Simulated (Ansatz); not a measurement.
TiH₂Cl₂⁺. The state is a doublet with charge 1. Geometry r2SCAN-D4/def2-TZVP, that of the neutral singlet; atoms count from 1.

```tsv
atom	x (Å)	y (Å)	z (Å)
Ti1	0.0423	0.0449	0.0025
H2	-0.2937	1.6669	0.3235
H3	1.6972	-0.1777	-0.2397
Cl4	-0.9469	-0.4537	-1.8610
Cl5	-0.4990	-1.0805	1.7747
```

(1) Estimate the Mulliken populations from the PBE0/def2-TZVP orbitals of Ansatz.

(2) Where does the spin sit?

(3) And the Mayer bond orders between bonded heavy atoms (over 0.3)?

Results:

(1) 
```
atom  charge (e)  spin (α − β)  d electrons
 Ti1        0.84          0.29         2.17
  H2        0.17          0.37            –
  H3        0.17          0.37            –
 Cl4       -0.09         -0.01            –
 Cl5       -0.09         -0.01            –
```
Mulliken values and Mayer orders depend strongly on the basis.

(2) Summed by element: Ti 0.29, H 0.73, Cl -0.03, of 1 unpaired in all. Largest on single atoms: H2 0.37, H3 0.37, Ti1 0.29.

(3) Ti1–Cl4 1.48 (2.17 Å); Ti1–Cl5 1.48 (2.17 Å).
